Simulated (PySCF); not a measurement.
Compound: [Rh(H2O)6]3+ (charge +3 and singlet state).
Bonds: Rh1–O2, Rh1–O5, Rh1–O8, Rh1–O11, Rh1–O14, Rh1–O17. Hydrogens: H3, H4 on O2; H6, H7 on O5; H9, H10 on O8; H12, H13 on O11; H15, H16 on O14; H18, H19 on O17.

Computed, not measured: PBE0-D3(BJ)/def2-SVP geometry optimisation, gas phase, def2 core potentials past Kr in PySCF.

(1) List the bond lengths and angles at this level.

## Answers

(1) 
```csv
bond,length (Å)
Rh1–O2 and 5 like bonds,2.033
O2–H3 and 11 like bonds,0.977
```

Bonds in one row agree within 0.01 Å and their mean is given. A selection of angles:
```csv
angle,degrees
O2–Rh1–O5,176.8
O2–Rh1–O8,92.0
O2–Rh1–O11,88.0
O2–Rh1–O14,86.3
O2–Rh1–O17,93.7
O5–Rh1–O11,88.9
O8–Rh1–O11,179.7
Rh1–O2–H3,122.1
Rh1–O2–H4,125.8
H3–O2–H4,109.3
Rh1–O5–H6,122.5
Rh1–O5–H7,127.0
```

Rh1 (rhodium bonded to 6 O) is octahedral (the three widest angles are 179.8°, 179.7° and 176.8°, the others run from 86.0° to 93.9°). O2 (oxygen bonded to Rh and 2 H) is almost planar (angles 125.8°, 122.1° and 109.3°, sum 357.3°, 0.11 Å off the plane of its three neighbours).

No frequency check. No counter-ion or solvent screens the charge of this multiply charged ion.
